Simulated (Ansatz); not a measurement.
Reaction (ligand exchange at the Si–O bond): `OB(O)O[SiH3]` + `O[SiH2]S` → `[SiH3]O[SiH2]S` + `OB(O)O`

Isolated molecules relaxed with PBE0-D4/def2-TZVP in Ansatz; ΔE leaves out vibrations. CCSD(T)/CBS is the MP2 limit (def2-TZVPP, def2-QZVPP) plus CCSD(T) − MP2 in def2-TZVPP, frozen cores. This one scheme is used for every species. Functionals use def2-TZVPP. One conformer a species, not always the lowest.

Task: Is it downhill or uphill in electronic energy at CCSD(T)/CBS, and by how much? (Best estimate.)

Result: The calculation gave: Downhill: ΔE = -14.3 kJ/mol.

Task: What do these levels give: PBE-D4, r2SCAN-D4, B2PLYP, PBE0, HF/def2-QZVPP, MP2/def2-QZVPP? (Best estimate.)

Result: The calculation gave: PBE-D4 -13.2, r2SCAN-D4 -13.3, B2PLYP -13.3, PBE0 -12.9, HF/def2-QZVPP -15.5, MP2/def2-QZVPP -14.9 kJ/mol.

Largest T1 diagnostic among the species: 0.012.

The D4 term adds −3.1 kJ/mol with B3LYP and −1.8 kJ/mol with PBE0; it sums over pairs of atoms, weighted by their polarisabilities, and B3LYP, whose exchange is more repulsive, gets the larger term.

B3LYP here is the variant with VWN-RPA as its local correlation; programs differ in this.
